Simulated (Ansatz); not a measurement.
Consider the ligand exchange at the Si–C bond: `C[SiH2]O` + `[SiH3]S` → `O[SiH2]S[SiH3]` + CH₄.

Computed with Ansatz on PBE0-D4/def2-TZVP structures; ΔE is electronic, products minus reactants. CCSD(T)/CBS adds triple-zeta CCSD(T) − MP2 to the extrapolated MP2 energy (def2 sets, frozen cores). This one scheme is used for every species. Functionals use def2-TZVPP. B3LYP here is the variant with VWN-RPA as its local correlation; programs differ in this. One conformer a species, not always the lowest.

| level | ΔE (kJ/mol) | difference from CCSD(T)/CBS |
| --- | --- | --- |
| PBE-D4 | -82.8 | -3.0 |
| r2SCAN-D4 | -82.8 | -3.0 |
| PBE0-D4 | -82.3 | -2.5 |
| B3LYP-D4 | -81.0 | -1.2 |
| ωB97X-V | -77.5 | 2.3 |
| ωB97M-V | -78.3 | 1.5 |
| B2PLYP | -76.6 | 3.2 |
| PBE | -77.6 | 2.2 |
| r2SCAN | -81.5 | -1.7 |
| PBE0 | -77.5 | 2.3 |
| B3LYP | -72.4 | 7.4 |
| HF/def2-TZVPP | -71.3 | 8.5 |
| MP2/def2-TZVPP | -83.0 | -3.2 |
| SCS-MP2/def2-TZVPP | -78.8 | 1.0 |
| CCSD/def2-TZVPP | -74.1 | 5.7 |
| CCSD(T)/def2-TZVPP | -76.8 | 3.0 |
| HF/def2-QZVPP | -70.7 | 9.1 |
| MP2/def2-QZVPP | -84.6 | -4.8 |
| SCS-MP2/def2-QZVPP | -80.3 | -0.5 |
| HF/CBS(def2) | -70.6 | 9.2 |
| MP2/CBS(def2) | -86.1 | -6.3 |
| CCSD/CBS(def2) | -77.1 | 2.7 |
| CCSD(T)/CBS | -79.8 | 0 |

Largest T1 diagnostic among the species: 0.012.

In def2-TZVPP, CCSD(T) changes the Hartree–Fock value by −5.5 kJ/mol (the triples alone add −2.8 kJ/mol) and MP2 by −11.7 kJ/mol. The D4 term adds −8.6 kJ/mol with B3LYP and −4.8 kJ/mol with PBE0; it sums over pairs of atoms, weighted by their polarisabilities, and B3LYP, whose exchange is more repulsive, gets the larger term.
